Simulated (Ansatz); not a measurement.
`B[SiH](C)N=C` + `[F][AlH][SH]` → `C[S][AlH][F]` + `B[SiH2]N=C`  (substitution at a C–Si bond)

Program: Ansatz. Geometries: PBE0-D4/def2-TZVP. ΔE: electronic, gas phase. CCSD(T)/CBS adds triple-zeta CCSD(T) − MP2 to the extrapolated MP2 energy (def2 sets, frozen cores). This one scheme is used for every species. DFT in def2-TZVPP. One conformer a species, not always the lowest.

`B[SiH](C)N=C`:

Z-matrix (Å, degrees):
```
Si
C 1 1.872
N 1 1.750 2 107.5
B 1 2.008 2 112.3 3 -122.6
H 1 1.507 2 109.2 3 119.6
H 2 1.092 1 110.4 3 -60.0
H 2 1.092 1 110.6 3 -180.0
H 2 1.092 1 110.8 3 59.7
C 3 1.256 1 124.7 2 122.1
H 4 1.196 1 123.5 2 128.8
H 4 1.198 1 119.3 2 -52.9
H 9 1.103 3 124.1 1 -0.5
H 9 1.097 3 120.5 1 179.5
```

`[F][AlH][SH]`:

Z-matrix (Å, degrees):
```
Al
F 1 1.645
S 1 2.169 2 116.3
H 1 1.569 2 119.8 3 -180.0
H 3 1.345 1 91.6 2 179.9
```

`C[S][AlH][F]`:

Z-matrix (Å, degrees):
```
C
S 1 1.825
H 1 1.091 2 112.1
H 1 1.089 2 108.6 3 120.5
H 1 1.089 2 108.7 3 -120.5
Al 2 2.158 1 99.4 3 0.2
F 6 1.647 2 118.3 1 180.0
H 6 1.574 2 121.8 1 -0.1
```

`B[SiH2]N=C`:

Z-matrix (Å, degrees):
```
Si
N 1 1.747
B 1 2.005 2 112.6
H 1 1.502 2 111.4 3 -123.6
H 1 1.491 2 106.9 3 118.9
C 2 1.257 1 124.3 3 120.2
H 3 1.197 1 118.9 2 179.9
H 3 1.194 1 123.4 2 0.1
H 6 1.103 2 124.2 1 0.8
H 6 1.097 2 120.4 1 -179.3
```

```
             level  ΔE (eV)
            PBE-D4     0.63
           ωB97M-V     0.68
            B2PLYP     0.65
CCSD(T)/def2-TZVPP     0.68
```

(1) What does CCSD(T)/CBS give? (Best estimate.)

Largest T1 diagnostic among the species: 0.013.

Answers

(1) Ansatz gave: +0.67 eV. The listed levels differ from it by -0.04, 0.01, -0.02, 0.01 eV.

In def2-TZVPP, CCSD(T) changes the Hartree–Fock value by +0.04 eV (the triples alone add −0.01 eV) and MP2 by +0.06 eV.
